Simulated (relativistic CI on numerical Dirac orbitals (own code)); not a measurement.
# Hyperfine structure of P XIV, mass number 31

Computed by Dirac-Coulomb-Breit CI, orbitals from a KLI potential per configuration, model QED (radiative potential, 1s self-energy scaled to tabulated hydrogen-like ionisation energies), unscaled Slater integrals (own radial code, finite nucleus).

Configuration list: 1s2, 1s 2s, 1s 2p, 1s 3s, 1s 3p, 1s 3d, 1s 4s, 1s 4p, 1s 4d, 1s 4f, 1s 5s, 1s 5p, 1s 5d, 1s 5f, 1s 5g, 1s 6s, 1s 6p, 1s 6d. Levels of other configurations are missing.

Nuclear spin I = 1/2, μ = 1.13093 μN (tables of Stone and Pyykkö). The electronic factors are computed for point nuclear moments, without core polarisation or the Bohr-Weisskopf and QED corrections.

| Level | E (eV) | A (GHz) |
| --- | --- | --- |
| 1s 2s 3S_1 | 2123.32 | 1092 |
| 1s 2p 3P°_1 | 2138.92 | 619.7 |
| 1s 2p 3P°_2 | 2140.12 | 501.4 |
| 1s 2p 1P°_1 | 2151.68 | -75.81 |
| 1s 3s 3S_1 | 2511.98 | 1017 |
| 1s 3p 3P°_1 | 2516.29 | 606.5 |
| 1s 3p 3P°_2 | 2516.64 | 495.6 |
| 1s 3d 3D_1 | 2518.93 | -490.4 |

Levels with J = 0, under 50 % of one LS term, or S terms without an open s electron are left out. Small factors come from cancelling terms and can be off by tens of per cent or more.

At this charge energies of transitions that change n are usually good to better than 1 %, and those within a shell (Δn = 0) to a few per cent.

Question: Give the hyperfine levels of 1s 2s 3S_1 relative to its centre of gravity.

Answer: With K = F(F + 1) − I(I + 1) − J(J + 1), E = AK/2: F = 1/2: -1092, F = 3/2: 546.2 GHz.

LS names give the leading component of a level, which can be under half, so a name can repeat, a term be missing and a line seem to break the LS rules.
